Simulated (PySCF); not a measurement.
Si(H)(Et)(OH)2 (C2H8O2Si), SMILES O[SiH](CC)O. Atoms are numbered in the order given.

```xyz
13

Si     0.5008     0.1954     0.2789
O      0.4687     1.2902    -0.9780
O      1.8332    -0.7995     0.2288
C     -0.9820    -0.9055     0.0824
C     -2.3109    -0.1562     0.0490
H      0.5108     0.9732     1.5621
H      0.9022     2.1360    -0.8420
H      2.6903    -0.4081     0.4151
H     -0.8287    -1.4754    -0.8509
H     -0.9630    -1.6525     0.8944
H     -3.1623    -0.8384    -0.0996
H     -2.3259     0.5824    -0.7670
H     -2.4917     0.3914     0.9882
```
Charge 0, spin multiplicity 1.

The structure is a stationary point at PBE0-D3(BJ)/def2-SVP. The values are those of a single conformer.

Method: PBE/pcSseg-1 run with PySCF.

GIAO shieldings, no solvent; atoms listed in one row are averaged. δ = σ(ref) − σ: ²⁹Si against TMS (σ = 335.4 ppm); ¹⁷O against H2O (σ = 334.3 ppm); ¹³C against TMS (σ = 182.0 ppm); ¹H against TMS (σ = 31.49 ppm), references at their B3LYP-D3(BJ)/def2-TZVP geometries, non-relativistic.

Estimate the chemical shifts. (Estimate from the structure and the level; the computed values follow.)


```
nucleus          atoms  count  δ (ppm)
-------  -------------  -----  -------
²⁹Si               Si1      1     -8.7
¹⁷O                 O3      1     78.2
¹⁷O                 O2      1     74.9
¹³C                 C4      1     10.9
¹³C                 C5      1      9.9
¹H                  H6      1     5.62
¹H                  H7      1     2.02
¹H                  H8      1     1.91
¹H       H11, H12, H13      3     1.29
¹H                  H9      1     1.11
¹H                 H10      1     0.85
```
